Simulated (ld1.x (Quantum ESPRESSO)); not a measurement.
## Which change was made? (Tl, TM)

| Item | Value |
| --- | --- |
| Element | Tl |
| Generator | ld1.x (Quantum ESPRESSO) 7.5 |
| Type | norm-conserving Troullier–Martins (Kleinman–Bylander form) |
| Functional | PBEsol |
| Relativity | scalar-relativistic |
| Frozen core | [Xe] 4f14 5d10 |
| Valence charge | 3 |
| Reference configuration | 6s2 6p1 |
| Partial waves | 6s (bound): rc 2.10 bohr; 6p (bound): rc 3.25 bohr; 6d channel at 0.35 Ry: rc 3.10 bohr |
| Local potential | all-electron potential smoothed inside 1.85 bohr (lloc = -2) |
| Core correction | Bessel-smoothed model core, default radius (core density twice the valence density) |

Cutoffs, loose and tight: the cutoffs (Ry, on a coarse ladder) from which the occupation-weighted sum of valence levels, in a spherical-Bessel basis at the reference potential, stays within 10 and 1 mRy of its value at 400 Ry. They do not see the model core or the augmentation charge, which bear on the density cutoff. Test errors are all-electron minus pseudo excitation energies from the reference, over the configurations 6s2 6p0; 6s1 6p0; 6s2 6p0.5; 6s1 6p2; 6s0 6p3; 6s2 6p1.3; 6s1 6p1; variants that change the core or the reference have their own tests.

The base gives: outcome: generated; cutoff, loose: 18 Ry; cutoff, tight: 30 Ry; bound ghosts: none; largest test error (meV): -416.

**Question.** After one change the result is: outcome: generated; cutoff, loose: 10 Ry; cutoff, tight: 30 Ry; bound ghosts: none; largest test error (meV): -334. Which change was it?
A. type RRKJ; local potential the d channel; rho0 0.02
B. reference 6s1 6p0
C. core [Xe] 4f14, valence charge 13; reference 5d10 6s1 6p2; waves now 6s (bound): rc 2.15 bohr; 6p (bound): rc 2.55 bohr; 5f channel at -0.05 Ry: rc 2.60 bohr; 5d (bound): rc 1.30 bohr; local potential the d channel; core correction none

**Answer.** B. The others give: type RRKJ; local potential the d channel; rho0 0.02 → outcome: generated; cutoff, loose: 30 Ry; cutoff, tight: 40 Ry; bound ghosts: s, p; largest test error (meV): -467 | core [Xe] 4f14, valence charge 13; reference 5d10 6s1 6p2; waves now 6s (bound): rc 2.15 bohr; 6p (bound): rc 2.55 bohr; 5f channel at -0.05 Ry: rc 2.60 bohr; 5d (bound): rc 1.30 bohr; local potential the d channel; core correction none → outcome: generated; cutoff, loose: 80 Ry; cutoff, tight: 100 Ry; bound ghosts: s, p; largest test error (meV): -11564.
